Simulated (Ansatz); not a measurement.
Gas-phase electronic energies from Ansatz, PBE0-D4/def2-TZVP geometries. CCSD(T)/CBS is the MP2 limit (def2-TZVPP, def2-QZVPP) plus CCSD(T) − MP2 in def2-TZVPP, frozen cores. This one scheme is used for every species. DFT in def2-TZVPP. B3LYP here is the variant with VWN-RPA as its local correlation; programs differ in this. For Ga outer-core shells are correlated without core-valence functions, which leaves a few kJ/mol of doubt a bond. Scalar relativity is left out up to krypton. One conformer a species, not always the lowest.

Consider the ligand exchange at a Ga–F bond: `C[O][Ga]([OH])[F]` + HCl → `C[O][Ga]([OH])[Cl]` + H–F.

Task: Is it downhill or uphill in electronic energy at CCSD(T)/CBS, and by how much? (An estimate is asked.)

Result: Computed: Downhill: ΔE = -40.8 kJ/mol.

Task: What do these levels give: B3LYP-D4, ωB97X-V, B2PLYP, PBE, r2SCAN, PBE0, CCSD/def2-TZVPP, CCSD(T)/def2-TZVPP, MP2/def2-QZVPP, HF/CBS(def2), MP2/CBS(def2), CCSD/CBS(def2)? (Estimate.)

Result: The calculation gave: B3LYP-D4 -35.0, ωB97X-V -32.6, B2PLYP -31.4, PBE -33.6, r2SCAN -33.9, PBE0 -38.8, CCSD/def2-TZVPP -33.7, CCSD(T)/def2-TZVPP -34.7, MP2/def2-QZVPP -40.8, HF/CBS(def2) -30.8, MP2/CBS(def2) -44.2, CCSD/CBS(def2) -39.8 kJ/mol.

Largest T1 diagnostic among the species: 0.014.

From PBE to PBE0 (25 % exact exchange), in def2-TZVPP and without D4, ΔE moves by −5.2 kJ/mol. The D4 term adds −5.7 kJ/mol with B3LYP and −3.1 kJ/mol with PBE0; it sums over pairs of atoms, weighted by their polarisabilities, and B3LYP, whose exchange is more repulsive, gets the larger term.
